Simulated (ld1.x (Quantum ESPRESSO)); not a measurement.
**silicon (Si): variants of one RRKJ potential**

Base potential:

Si (Z = 14), norm-conserving RRKJ (Kleinman–Bylander form), made with ld1.x (Quantum ESPRESSO) 7.5 (PBE, scalar-relativistic). Core [Ne], reference 3s1.75 3p2.25. Waves: 3s (bound): rc 1.45 bohr; 3p (bound): rc 1.90 bohr. Local part: all-electron potential smoothed inside 1.55 bohr (lloc = -1). Core correction: Bessel-smoothed model core inside 1.35 bohr. rho0 = 0.01.

All-electron outer shells of the reference configuration (PBE, scalar-relativistic, ld1.x):

| shell | level (eV) | outermost node (bohr) | outermost maximum (bohr) |
| --- | --- | --- | --- |
| 2s | -139.93 | 0.15 | 0.45 |
| 2p | -95.98 | – | 0.39 |
| 3s | -11.01 | 0.72 | 1.77 |
| 3p | -4.23 | 0.72 | 2.14 |

Cutoffs, loose and tight: the cutoffs (Ry, on a coarse ladder) from which the occupation-weighted sum of valence levels, in a spherical-Bessel basis at the reference potential, stays within 10 and 1 mRy of its value at 400 Ry. They do not see the model core or the augmentation charge, which bear on the density cutoff. Test errors are all-electron minus pseudo excitation energies from the reference, over the configurations 3s2 3p2; 3s2 3p1; 3s2 3p0; 3s2 3p2.3; 3s2 3p1.5; 3s1 3p3; 3s1 3p0. A dash means not determined; rows that change the core or the reference have their own tests.

| change | outcome | cutoff, loose | cutoff, tight | bound ghosts | largest test error (meV) |
| --- | --- | --- | --- | --- | --- |
| base | generated | 18 Ry | 40 Ry | none | +109 |
| core correction none | generated | 18 Ry | 40 Ry | none | +101 |
| core correction Bessel-smoothed model core inside 0.70 bohr | generated | 18 Ry | 40 Ry | none | +80 |
| core correction Bessel-smoothed model core inside 0.88 bohr | generated | 18 Ry | 40 Ry | none | +80 |
| core correction Bessel-smoothed model core inside 1.04 bohr | generated | 18 Ry | 40 Ry | none | +81 |
| core correction Bessel-smoothed model core inside 1.34 bohr | generated | 18 Ry | 40 Ry | none | +105 |
| core correction Bessel-smoothed model core inside 1.54 bohr | generated | 18 Ry | 40 Ry | none | +137 |
| core correction Bessel-smoothed model core inside 1.68 bohr | generated | 18 Ry | 40 Ry | none | +126 |
